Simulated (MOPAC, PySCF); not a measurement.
H$_{5}$AlN$_{2}$S, SMILES `[NH2][Al]([SH])[NH2]` (N–Al–S–H torsion 162°), neutral singlet in the gas phase. 

Z-matrix (Å, degrees):
```
Al
N 1 1.7764
H 2 1.0144 1 125.63
H 2 1.0146 3 110.40 1 -178.94
N 1 1.7783 2 121.57 3 12.07
H 5 1.0143 1 124.69 2 -167.68
H 5 1.0149 6 110.31 1 -177.89
S 1 2.2041 2 117.65 3 -167.71
H 8 1.3545 1 92.30 2 -161.91
```
Charge 0, spin multiplicity 1.

All levels are single points at this geometry (PBE-D3(BJ)/def2-TZVP); Pople sets use spherical d functions. Orbital energies aren't observables, and empty levels follow the basis.

| level | HOMO (eV) | LUMO (eV) | gap (eV) | dipole (D) | vertical IE, Delta-SCF (eV) |
|---|---|---|---|---|---|
| PBE-D3(BJ)/def2-TZVP in PySCF | -5.67 | -0.85 | 4.82 | 2.11 | – |
| B3LYP/6-311+G** in PySCF | -6.96 | -0.88 | 6.08 | 2.23 | – |
| B3LYP/6-31G* in PySCF | -6.48 | -0.01 | 6.47 | 2.62 | 8.78 |
| B3LYP/LANL2DZ in PySCF | -6.67 | 0.05 | 6.72 | 3.00 | – |
| M06-2X/6-31G* in PySCF | -8.16 | 0.91 | 9.08 | 2.68 | – |
| HF/3-21G in PySCF | -10.03 | 3.55 | 13.59 | 3.50 | – |
| HF/6-31G* in PySCF | -9.96 | 3.13 | 13.08 | 2.71 | – |
| HF/STO-3G in PySCF | -6.47 | 10.33 | 16.81 | 1.80 | – |
| PM7 in MOPAC | -9.40 | -0.08 | 9.32 | 3.90 | – |
